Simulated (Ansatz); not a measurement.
The inner images of a band of AlClFH3NO (8 atoms, charge 0, multiplicity 2) are given out of order.

Theory: Ansatz 0.2.0, UKS BHLYP/def2-SVP.

Initial state:

```xyz
8
Properties=species:S:1:pos:R:3
Al -0.028 -0.410 0.880
F -0.051 -2.064 1.038
Cl 1.468 0.303 -0.457
N -1.492 -0.030 -0.393
H -1.714 -0.585 -1.217
H -1.993 0.855 -0.409
O -0.499 0.569 2.178
H -0.182 0.561 3.072
```

Final state:

```xyz
8
Properties=species:S:1:pos:R:3
Al -0.350 -0.437 0.612
F -0.084 -2.006 1.077
Cl 1.540 0.724 0.488
N -1.609 -0.082 -0.552
H -2.233 -0.775 -0.931
H -1.808 0.820 -0.952
O -0.258 0.627 2.117
H 0.313 0.328 2.833
```

Put them in order from the first end to the last, with their energies above the first end.
A.
```xyz
8
Properties=species:S:1:pos:R:3
Al -0.157 -0.387 0.554
F 0.052 -1.942 1.096
Cl 1.655 0.701 0.203
N -1.558 -0.106 -0.500
H -2.260 -0.799 -0.704
H -1.805 0.775 -0.921
O -0.339 0.668 2.058
H -0.077 0.290 2.908
```
B.
```xyz
8
Properties=species:S:1:pos:R:3
Al -0.029 -0.390 0.891
F -0.146 -2.039 1.070
Cl 1.531 0.223 -0.416
N -1.479 -0.026 -0.409
H -1.884 -0.721 -1.033
H -1.812 0.906 -0.647
O -0.477 0.628 2.166
H -0.193 0.619 3.071
```
C.
```xyz
8
Properties=species:S:1:pos:R:3
Al 0.027 -0.324 0.815
F 0.000 -1.987 0.857
Cl 1.665 0.553 -0.194
N -1.518 -0.027 -0.432
H -2.186 -0.754 -0.686
H -1.767 0.852 -0.881
O -0.538 0.518 2.174
H -0.173 0.366 3.038
```
D.
```xyz
8
Properties=species:S:1:pos:R:3
Al -0.022 -0.326 0.753
F 0.005 -1.966 1.017
Cl 1.703 0.628 0.018
N -1.551 -0.090 -0.491
H -2.258 -0.795 -0.697
H -1.797 0.795 -0.929
O -0.465 0.626 2.095
H -0.105 0.326 2.926
```
E.
```xyz
8
Properties=species:S:1:pos:R:3
Al 0.009 -0.342 0.870
F -0.036 -2.003 0.960
Cl 1.589 0.421 -0.322
N -1.477 -0.049 -0.423
H -2.007 -0.803 -0.856
H -1.759 0.853 -0.803
O -0.547 0.573 2.181
H -0.262 0.550 3.085
```

B (+0.01 eV), E (+0.02 eV), C (+0.05 eV), D (+0.33 eV), A (+1.23 eV).

Run time: 9.9 min on 4 threads of Arm Neoverse V1, on a shared host, peak memory 0.31 GiB.
